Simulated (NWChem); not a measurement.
System: C4H7Cl; SMILES ClC1CCC1

The following NWChem deck was run.

```
start job
memory heap 200 mb stack 900 mb global 1100 mb
geometry units angstroms noautoz
  Cl     0.110314     1.821284     0.000000
  C      0.544709     0.060016     0.000000
  C     -0.068449    -0.843970    -1.086374
  C     -0.167258    -1.953514     0.000000
  C     -0.068449    -0.843970     1.086374
  H      1.635789     0.025017     0.000000
  H      0.531230    -1.031452    -1.981559
  H     -1.058471    -0.485554    -1.382622
  H      0.708683    -2.609515     0.000000
  H     -1.069740    -2.570620     0.000000
  H      0.531230    -1.031452     1.981559
  H     -1.058471    -0.485554     1.382622
end
basis spherical
  Cl library 6-31g*
  C library 6-31g*
  H library 6-31g*
end
dft
  xc r2scan0
  iterations 150
  mulliken
end
task dft energy
```

NWChem printed, in part:

```
             Northwest Computational Chemistry Package (NWChem) 7.3.0
             --------------------------------------------------------

 CS  symmetry detected

                             Geometry "geometry" -> ""
                             -------------------------

 Output coordinates in angstroms (scale by  1.889725989 to convert to a.u.)

  No.       Tag          Charge          X              Y              Z
 ---- ---------------- ---------- -------------- -------------- --------------
    1 Cl                  17.0000    -0.08707789    -1.79279198     0.00000000
    2 C                    6.0000     0.46757301    -0.06561904     0.00000000
    3 C                    6.0000    -0.08187775     0.87844520    -1.08637400
    4 C                    6.0000    -0.10404508     1.99215958     0.00000000
    5 C                    6.0000    -0.08187775     0.87844520     1.08637400
    6 H                    1.0000     1.55847304    -0.10583874     0.00000000
    7 H                    1.0000     0.52928834     1.02418613    -1.98155900
    8 H                    1.0000    -1.09423131     0.58905645    -1.38262200
    9 H                    1.0000     0.81499106     2.58628291     0.00000000
   10 H                    1.0000    -0.96188857     2.66994871     0.00000000
   11 H                    1.0000     0.52928834     1.02418613     1.98155900
   12 H                    1.0000    -1.09423131     0.58905645     1.38262200

 Effective nuclear repulsion energy (a.u.)     219.6047672058

      Symmetry information
      --------------------

 Group name             Cs
 Group number              2
 Group order               2
 No. of unique centers     9

                                 NWChem DFT Module
                                 -----------------

 Summary of "ao basis" -> "ao basis" (spherical)
 ------------------------------------------------------------------------------
       Tag                 Description            Shells   Functions and Types
 ---------------- ------------------------------  ------  ---------------------
 Cl                          6-31g*                  8       18   4s3p1d
 C                           6-31g*                  6       14   3s2p1d
 H                           6-31g*                  2        2   2s

      Symmetry analysis of basis
      --------------------------

        a'         57
        a"         31

            General Information
            -------------------
          SCF calculation type: DFT
          Wavefunction type:  closed shell.
          No. of atoms     :    12
          No. of electrons :    48
           Alpha electrons :    24
            Beta electrons :    24
          Charge           :     0
          Spin multiplicity:     1
          Use of symmetry is: on ; symmetry adaption is: on
          Maximum number of iterations: 150
          AO basis - number of functions:    88
                     number of shells:    46
          Convergence on energy requested:  1.00D-06
          Convergence on density requested:  1.00D-05
          Convergence on gradient requested:  5.00D-04

              XC Information
              --------------
                     r^2SCAN0 Method XC Functional
                     Hartree-Fock (Exact) Exchange  0.250
               r^2SCAN metaGGA Exchange Functional  0.750
                     r^2SCAN Correlation Potential  1.000

             Grid Information
             ----------------
          Grid used for XC integration:  medium
          Radial quadrature: Mura-Knowles
          Angular quadrature: Lebedev.
          Tag              B.-S. Rad. Rad. Pts. Rad. Cut. Ang. Pts.
          ---              ---------- --------- --------- ---------
          Cl                  1.00       88          11.0       590
          C                   0.70       49          10.0       434
          H                   0.35       45          11.0       434
          Grid pruning is: on
          Number of quadrature shells:   460
          Spatial weights used:  Erf1

      Superposition of Atomic Density Guess
      -------------------------------------

 Sum of atomic energies:        -613.57922708

      Non-variational initial energy
      ------------------------------

 Total energy =    -616.608922
 1-e energy   =   -1277.009028
 2-e energy   =     440.795339
 HOMO         =      -0.333517
 LUMO         =       0.062811

      Symmetry analysis of molecular orbitals - initial
      -------------------------------------------------

  Numbering of irreducible representations:

     1 a'          2 a"

  Orbital symmetries:

     1 a'          2 a'          3 a"          4 a'          5 a'
     6 a'          7 a'          8 a'          9 a"         10 a'
    11 a'         12 a"         13 a'         14 a'         15 a'
    16 a'         17 a'         18 a"         19 a"         20 a'
    21 a"         22 a'         23 a"         24 a'         25 a'
    26 a'         27 a'         28 a"         29 a'         30 a"
    31 a'         32 a'         33 a"         34 a"

     ---------------------------------------------
      Total Density - Mulliken Population Analysis
     ---------------------------------------------

    Atom       Charge   Shell Charges
 -----------   ------   -------------------------------------------------------
    1 Cl  17    17.25   2.00  2.00  5.98  1.39  3.67  0.53  1.67  0.02
    2 C    6     6.01   2.00  0.69  1.66  0.66  0.95  0.05
    3 C    6     6.43   2.00  0.72  1.96  0.64  1.07  0.04
    4 C    6     6.42   2.00  0.71  1.95  0.65  1.08  0.04
    5 C    6     6.43   2.00  0.72  1.96  0.64  1.07  0.04
    6 H    1     0.78   0.48  0.31
    7 H    1     0.78   0.47  0.31
    8 H    1     0.78   0.47  0.31
    9 H    1     0.78   0.47  0.31
   10 H    1     0.77   0.47  0.30
   11 H    1     0.78   0.47  0.31
   12 H    1     0.78   0.47  0.31

[...]
```

Level: r2SCAN0/6-31G* (spherical d). All runs use the structure optimised with B3LYP/6-31G* (spherical d).
